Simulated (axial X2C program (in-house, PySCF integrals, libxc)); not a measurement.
# Testing model relations on LiIn⁺

A bond curve at the CCSD(T) level, with spin–orbit coupling, was computed with an in-house relativistic program for diatomic molecules (basis In dyall-cv3z [11s12p9d4f1g], Li dyall-cv3z [7s8p2d] (cores contracted in-house)) for the state Ω = 1/2 (⟨Sz⟩ = 0.49, ⟨Lz⟩ = 0.01 at HF). Its fit gives Re = 3.2097 Å, ωe = 195.8 cm⁻¹, ωexe = 0.935 cm⁻¹ and αe = 2.523e-03 cm⁻¹; the masses are 114.9039 and 7.0160 u. Two-component means X2C with spin–orbit coupling and atomic mean-field Coulomb and Gaunt terms.

Correlated methods: 13 electrons correlated (number of frozen shells: In 4 s, 3 p, 1 d; Li 1 s), 235 virtual spin orbitals or spinors in MP2, 90 natural virtuals in coupled cluster.

**Question.** Find the reduced mass, Be and the force constant.

**Answer.** From the CCSD(T) values: μ = 6.6123 u. Be = 16.8576/(μ Re²) = 0.2475 cm⁻¹. k = 5.8918×10⁻⁷ μ ωe² = 0.149 mdyn/Å.

**Question.** Estimate the centrifugal constant by the Kratzer relation.

**Answer.** D = 4Be³/ωe² = 1.58e-06 cm⁻¹.

**Question.** Where do the fundamental and the first overtone lie?

**Answer.** ν(1←0) = ωe − 2ωexe = 193.9 cm⁻¹; ν(2←0) = 2ωe − 6ωexe = 386.0 cm⁻¹.

**Question.** Estimate De from a Morse curve and compare with the computed well depth of 1.083 eV to In + Li+.

**Answer.** De(Morse) = ωe²/(4ωexe) = 1.271 eV against 1.083 eV computed, a ratio of 1.17. The extrapolation overshoots: the well softens faster than a Morse curve, or the lowest atomic limit lies below the one to which the curve heads.

**Question.** A Morse curve ties αe to the other constants (Pekeris). How well does that hold?

**Answer.** αe(Morse) = 6Be²/ωe × (√(ωexe/Be) − 1) = 1.771e-03 cm⁻¹; the CCSD(T) curve gives 2.523e-03 cm⁻¹, a ratio of 0.70.

The state is a single determinant with fixed occupations, the lowest that a limited PBE0 search found. De is counted from the lowest determinant-based energies of the atoms at the same level, without counterpoise correction. Coupled cluster ran in a truncated set of natural virtual spinors; the MP2 energy of the rest was added. (T) has no such correction and the atoms are truncated less, which lowers De at CCSD(T) by a hundredth of an eV or more.
